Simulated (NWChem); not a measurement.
Molecule: C$_{3}$H$_{3}$NS; SMILES c1cscn1

Q: Give the equilibrium geometry at PBE0/def2-SVP (NWChem) as a list of bonds and angles, with the point group.

A: point group Cs; any orientation.
Bonds (Å): C1–C2 1.369, C1–N5 1.364, C1–H6 1.092, C2–S3 1.716, C2–H7 1.089, S3–C4 1.730, C4–N5 1.297, C4–H8 1.093. Bond angles (°): C2–C1–N5 115.7, C2–C1–H6 124.5, N5–C1–H6 119.8, C1–C2–S3 109.6, C1–C2–H7 128.7, S3–C2–H7 121.7, C2–S3–C4 89.0, S3–C4–N5 115.1, S3–C4–H8 120.5, N5–C4–H8 124.4, C1–N5–C4 110.6.
